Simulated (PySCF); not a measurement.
TDDFT excited states: C8H7N

Species: C8H7N.
Numbering: `[CH3:1][C:2]#[C:3][c:4]1[cH:5][cH:6][cH:7][cH:8][n:9]1` (hydrogens: H10, H11, H12 on C1; H13 on C5; H14 on C6; H15 on C7; H16 on C8)

Level of theory: TDDFT PBE0/def2-SVPD, vertical, gas phase, core orbitals frozen in the response in PySCF 2.14.0, density-fitted response routines. Geometry: PBE0-D3(BJ)/def2-SVP; no solvent, vibrations or thermal averaging.

| state | λ (nm) | E (eV) | f | symmetry | main configurations (H = HOMO, L = LUMO) |
| --- | --- | --- | --- | --- | --- |
| S1 | 267.4 | 4.64 | 0.0016 | – | H-1→L (98%) |
| S2 | 252.5 | 4.91 | 0.254 | A′ | H→L (70%), H→L+1 (20%) |
| S3 | 249.7 | 4.97 | 0.0002 | – | H-2→L (95%) |
| S4 | 245.3 | 5.05 | 0.0014 | – | H-1→L+1 (98%) |
| S5 | 236.5 | 5.24 | 0.209 | A′ | H→L+1 (63%), H→L (22%), H-3→L (10%) |
| S6 | 210.8 | 5.88 | 0.0003 | – | H-2→L+1 (97%) |
| S7 | 197.4 | 6.28 | 0.059 | A′ | H-3→L (57%), H-4→L+1 (17%), H→L+1 (12%) |
| S8 | 193.5 | 6.41 | 0.0016 | – | H→L+4 (68%), H→L+2 (17%) |
| S9 | 189.5 | 6.54 | 0.0015 | – | H→L+2 (80%), H→L+4 (15%) |
| S10 | 185.7 | 6.68 | 0.015 | A′ | H-4→L (48%), H-3→L+1 (32%) |

Triplets (Tamm–Dancoff): T1 3.49 eV, H→L (84%); T2 4.01 eV, H-1→L (77%), H-1→L+1 (20%); T3 4.23 eV, H→L+1 (74%), H-3→L+1 (12%), H→L (10%); T4 4.70 eV, H-2→L (86%).

The lowest singlet lies at 4.64 eV (267 nm, ultraviolet) and is very weak; its leading configuration is HOMO-1→LUMO (98%). The most intense listed level is S2 at 4.91 eV (253 nm, f = 0.254), 0.27 eV above S1. Löwdin shares by element: HOMO carbon 66% or more (atoms not listed hold the other 34%); LUMO carbon 47% or more, nitrogen 16% (atoms not listed hold the other 38%). Of the 10 states listed, 4 reach f = 0.01 and 2 stay under 0.0005. The listed states span 2.04 eV, and the widest gap between neighbours is 0.64 eV (S5 to S6). The oscillator strengths of these states sum to 0.544; summed over the whole spectrum of an exact calculation they would give the number of electrons, 62 (Thomas–Reiche–Kuhn). All these states lie below the vertical ionisation energy of 8.56 eV (ΔSCF). Symmetry labels in Cs follow from the direction of the transition dipole and are given only for states with f of 0.002 or more. The window holds the lowest 10 singlets.
